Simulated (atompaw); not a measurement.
## u(r) = r·R(r): atom against pseudo-atom (Ca)

Columns: radius, all-electron u(r) and pseudo u(r) of the 3d shell (level -15.93 eV) of calcium in the configuration [Ne] 3s2 3p6 3d0 4s0 4p0; PBE, scalar-relativistic, PAW (atompaw) scheme, atompaw 4.2.0.5.

| r (bohr) | all-electron | pseudo |
| --- | --- | --- |
| 0.115 | 0.0276 | 0.0001 |
| 0.231 | 0.1242 | 0.0006 |
| 0.346 | 0.2512 | 0.0020 |
| 0.462 | 0.3784 | 0.0047 |
| 0.577 | 0.4879 | 0.0092 |
| 0.692 | 0.5765 | 0.0158 |
| 0.808 | 0.6440 | 0.0252 |
| 0.923 | 0.6898 | 0.0376 |
| 1.038 | 0.7172 | 0.0534 |
| 1.154 | 0.7296 | 0.0730 |
| 1.269 | 0.7300 | 0.0965 |
| 1.385 | 0.7211 | 0.1241 |
| 1.500 | 0.7055 | 0.1552 |
| 1.615 | 0.6848 | 0.1897 |
| 1.731 | 0.6604 | 0.2272 |
| 1.846 | 0.6338 | 0.2659 |
| 1.962 | 0.6055 | 0.3048 |
| 2.077 | 0.5766 | 0.3414 |
| 2.192 | 0.5474 | 0.3737 |
| 2.308 | 0.5181 | 0.3996 |
| 2.423 | 0.4893 | 0.4162 |
| 2.538 | 0.4611 | 0.4222 |
| 2.654 | 0.4332 | 0.4170 |
| 2.769 | 0.4063 | 0.4018 |
| 2.885 | 0.3801 | 0.3796 |
| 3.000 | 0.3549 | 0.3549 |

(1) How many radial nodes do the two functions have?

(2) Is the pseudo-wave norm-conserving?

Results:

(1) The all-electron 3d function has n − l − 1 = 0; the pseudo-wave has 0.

(2) No, it belongs to a PAW set: the norm inside the radius is not constrained, and the difference is carried by the augmentation charge.
